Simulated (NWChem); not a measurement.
C2H6GeO; SMILES C[C](=O)[GeH3]

Question: Give the equilibrium geometry at PBE0/def2-SVP (NWChem) as a Z-matrix, with the point group.

Answer: point group Cs; any orientation.
```
C
O 1 1.2050
C 1 1.5042 2 122.91
H 3 1.0993 1 110.23 2 0.00
H 3 1.1025 4 110.16 1 121.40
H 3 1.1025 4 110.15 5 117.20
Ge 1 2.0162 2 117.35 3 179.99
H 7 1.5363 1 107.62 2 -58.90
H 7 1.5363 8 109.33 1 -116.62
H 7 1.5420 8 109.68 9 -120.28
```
